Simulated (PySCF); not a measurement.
Bromine: a sound run and one with changed settings

Sound run: Br⁺ [Ar] 3d10 4s2 4p4, Br²⁺ [Ar] 3d10 4s2 4p3. All numbers are calculated (PySCF 2.14, the non-relativistic Hamiltonian (point nucleus), in def2-SVP (5s4p3d, 32 functions)). In the sound run the correlated levels freeze [Ar] 3d10. The sound run starts from symmetry-adapted Hartree-Fock orbitals and uses a fine grid where one is needed.

Changed run: scalar relativity by spin-free X2C-1e. This setting is unsound on purpose.

```json
{"species": "Br⁺", "method": "UHF", "sound run (hartree)": "-2571.68517", "changed run (hartree)": "-2596.36215", "converged": "yes"}
{"species": "Br⁺", "method": "B3LYP", "sound run (hartree)": "-2573.38906", "changed run (hartree)": "-2598.06299", "converged": "yes"}
{"species": "Br⁺", "method": "PBE0", "sound run (hartree)": "-2573.06435", "changed run (hartree)": "-2597.73913", "converged": "yes"}
{"species": "Br⁺", "method": "MP2", "sound run (hartree)": "-2571.76251", "changed run (hartree)": "-2596.43909", "converged": "yes"}
{"species": "Br⁺", "method": "CCSD(T)", "sound run (hartree)": "-2571.78005", "changed run (hartree)": "-2596.45628", "converged": "yes"}
{"species": "Br²⁺", "method": "UHF", "sound run (hartree)": "-2570.93895", "changed run (hartree)": "-2595.61519", "converged": "yes"}
{"species": "Br²⁺", "method": "B3LYP", "sound run (hartree)": "-2572.59395", "changed run (hartree)": "-2597.26671", "converged": "yes"}
{"species": "Br²⁺", "method": "PBE0", "sound run (hartree)": "-2572.27638", "changed run (hartree)": "-2596.95023", "converged": "yes"}
{"species": "Br²⁺", "method": "MP2", "sound run (hartree)": "-2571.00095", "changed run (hartree)": "-2595.67667", "converged": "yes"}
{"species": "Br²⁺", "method": "CCSD(T)", "sound run (hartree)": "-2571.01746", "changed run (hartree)": "-2595.69276", "converged": "yes"}
```

Ionisation energy of Br⁺:

| method | sound run (eV) | changed run (eV) |
| --- | --- | --- |
| UHF | 20.306 | 20.326 |
| B3LYP | 21.636 | 21.668 |
| PBE0 | 21.442 | 21.467 |
| MP2 | 20.723 | 20.746 |
| SCS-MP2 | 20.745 | 20.767 |
| CCSD | 20.741 | 20.767 |
| CCSD(T) | 20.751 | 20.776 |

Most of the change in total energy is the relativistic energy itself. On top of that the contraction fixes the core shape for the Hamiltonian it was made with, so the changed run is not a good calculation with the other Hamiltonian either.

For comparison, NIST gives 21.591 eV between the lowest levels.
